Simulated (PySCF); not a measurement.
**How methods differ on the excitation energy of Br²⁺**

Br²⁺ [Ar] 3d10 4s2 4p3 (4S) → Br²⁺ [Ar] 3d10 4s1 4p3 5s1 (6S), as a difference of total energies. All numbers are calculated (PySCF 2.14, scalar relativity through the core potential, in aug-cc-pwCVDZ-PP with ECP10MDF (6s5p4d1f, 48 functions)). Correlated levels: valence and next inner shell: nothing frozen outside the core potential. The calculations carry no spin-orbit coupling.

```
                                method  excitation energy (eV)
                                   UHF                  25.946
    MP2 (valence and next inner shell)                  27.566
SCS-MP2 (valence and next inner shell)                  27.870
   CCSD (valence and next inner shell)                  27.552
CCSD(T) (valence and next inner shell)                  27.600
```

Question: How much does correlation contribute at CCSD(T) (valence and next inner shell)?

Answer: 27.600 − (25.946) = 1.654 eV, measured against UHF.

The promoted electron is Rydberg-like, and one or two diffuse shells describe it only roughly, which tends to raise the upper state.
